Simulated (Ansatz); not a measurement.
Calculated with Ansatz (gas phase, PBE0-D4/def2-TZVP geometries, no zero-point term in ΔE). CCSD(T)/CBS adds triple-zeta CCSD(T) − MP2 to the extrapolated MP2 energy (def2 sets, frozen cores). Functionals use def2-TZVPP. Each species was taken in one conformer, which may not be the lowest.

`CC(O)([SiH3])Cl` + `NC(O)O` → `NC(O)O[SiH3]` + `CC(O)Cl`  (ligand exchange at the Si–C bond)

```json
{"level": "PBE", "ΔE (kJ/mol)": "-91.8"}
{"level": "HF/def2-QZVPP", "ΔE (kJ/mol)": "-133.1"}
```

(1) What does CCSD(T)/CBS give? (Estimate.)

Largest T1 diagnostic among the species: 0.011.

Answers

(1) Computed: -102.1 kJ/mol. The listed levels differ from it by 10.3, -31.0 kJ/mol.

In def2-TZVPP, CCSD(T) changes the Hartree–Fock value by +27.9 kJ/mol (the triples alone add +4.5 kJ/mol) and MP2 by +27.1 kJ/mol. From PBE to PBE0 (25 % exact exchange), in def2-TZVPP and without D4, ΔE moves by −7.3 kJ/mol.

CCSD(T)/CBS has its own doubt, a few kJ/mol and more with outer-core shells, so smaller differences from it don't rank the levels.
